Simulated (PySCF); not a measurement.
SMILES Bc1ccc(O)cc1 (C6H7BO) (GFN2-xTB optimised geometry):

```
15

B      2.743     0.002     0.000
C      1.204     0.002     0.000
C      0.467    -1.191     0.000
C     -0.912    -1.200     0.000
C     -1.615     0.001     0.000
O     -2.971     0.045     0.000
C     -0.913     1.206     0.000
C      0.463     1.196     0.000
H      3.331    -1.010    -0.001
H      3.331     1.014     0.001
H      0.996    -2.133     0.000
H     -1.456    -2.137     0.000
H     -3.331    -0.850     0.000
H     -1.473     2.128     0.000
H      0.993     2.137     0.000
```

Computed with CAM-B3LYP/def2-TZVP in PySCF.

Task: What are the frontier orbital energies and the dipole moment?

Result: HOMO-2 -10.65 eV, HOMO-1 -8.86 eV, HOMO -8.15 eV, LUMO -0.68 eV, LUMO+1 0.68 eV; dipole moment 2.37 D.

On the same geometry PBE/def2-TZVP (PySCF) gives HOMO-2 -7.59 eV, HOMO-1 -6.65 eV, HOMO -6.04 eV, LUMO -2.57 eV, LUMO+1 -1.38 eV; dipole moment 2.89 D.

Meta-Löwdin charges at CAM-B3LYP/def2-TZVP: B1 -0.04, C2 -0.12, C3 -0.06, C4 -0.19, C5 0.26, O6 -0.46, C7 -0.17, C8 -0.06, H9 0.00, H10 0.00, H11 0.12, H12 0.11, H13 0.35, H14 0.13, H15 0.12.
